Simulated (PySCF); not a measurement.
Species: C₈H₁₂Ge.
Atom-mapped SMILES: `[CH2:1]=[CH:2][CH2:3][C:4]1=[CH:5][CH:6]=[CH:7][Ge@H:8]1[CH3:9]` (hydrogens: H10, H11 on C1; H12 on C2; H13, H14 on C3; H15 on C5; H16 on C6; H17 on C7; H18 on Ge8; H19, H20, H21 on C9)

Computed with PBE0-D3(BJ)/def2-SVP geometry optimisation, gas phase (PySCF).

List the bond lengths, angles and torsions at this level.

| bond | length (pm) |
| --- | --- |
| C1=C2 | 133.4 |
| C2–C3 | 150.2 |
| C3–C4 | 149.9 |
| C4=C5 | 135.0 |
| C5–C6 | 147.7 |
| C6=C7 | 134.8 |
| C7–Ge8 | 194.6 |
| Ge8–C9 | 195.0 |
| C4–Ge8 | 196.2 |
| C1–H10 | 109.5 |
| C1–H11 | 109.3 |
| C2–H12 | 109.7 |
| C3–H13 | 110.4 |
| C3–H14 | 110.5 |
| C5–H15 | 109.8 |
| C6–H16 | 109.6 |
| C7–H17 | 109.2 |
| Ge8–H18 | 154.4 |
| C9–H19, C9–H20, C9–H21 | 109.9 |

Bonds in one row agree within 1 pm and their mean is given. A selection of angles:
| angle | degrees |
| --- | --- |
| C2–C1–H10 | 121.3 |
| C2–C1–H11 | 121.6 |
| H10–C1–H11 | 117.1 |
| C1–C2–C3 | 125.1 |
| C1–C2–H12 | 119.3 |
| C3–C2–H12 | 115.6 |
| C2–C3–C4 | 112.0 |
| C2–C3–H13 | 108.9 |
| C2–C3–H14 | 109.6 |
| C4–C3–H13 | 110.0 |
| C4–C3–H14 | 109.3 |
| H13–C3–H14 | 106.9 |
| C3–C4–C5 | 125.4 |
| C3–C4–Ge8 | 128.1 |
| C5–C4–Ge8 | 106.5 |
| C4–C5–C6 | 118.4 |
| C4–C5–H15 | 122.2 |
| C6–C5–H15 | 119.4 |
| C5–C6–C7 | 118.2 |
| C5–C6–H16 | 118.9 |
| C7–C6–H16 | 122.9 |
| C6–C7–Ge8 | 107.2 |
| C6–C7–H17 | 122.6 |
| Ge8–C7–H17 | 130.2 |
| C7–Ge8–C9 | 114.5 |
| C7–Ge8–H18 | 113.8 |
| C9–Ge8–H18 | 110.4 |
| C4–Ge8–C7 | 89.7 |
| C4–Ge8–C9 | 114.6 |
| C4–Ge8–H18 | 112.7 |
| Ge8–C9–H19 | 109.9 |
| Ge8–C9–H20 | 110.6 |
| H19–C9–H20 | 109.2 |

Dihedral angles: C1–C2–C3–C4 -115° (anticlinal); C2–C3–C4–C5 -119° (anticlinal); C3–C4–C5–C6 180° (antiperiplanar); C4–C5–C6–C7 0° (synperiplanar); C5–C6–C7–Ge8 -1° (synperiplanar); C6–C7–Ge8–C9 -116° (anticlinal); C3–C4–Ge8–C7 180° (antiperiplanar).

The 5-membered ring C4–C5–C6–C7–Ge8 has internal angles of 89.7° to 118.4° (sum 540°, against 540° for a flat polygon); it is planar, 0.01 Å rms from its mean plane, widest ring torsion 1°. Ge8 (germanium bonded to 3 C and H) has angles from 89.7° to 114.6°. Of the pairs four or more bonds apart, H10···H13 is among the closest relative to their van der Waals radii: 2.43 Å, 101 % of the sum of Bondi's values. The C–C distances run from 1.334 Å (C1=C2, drawn double) to 1.502 Å (C2–C3, drawn single), a spread of 0.168 Å.

Point group: C1 (no symmetry element, even within 0.4 Å). No frequency check. One conformer, not necessarily the lowest.
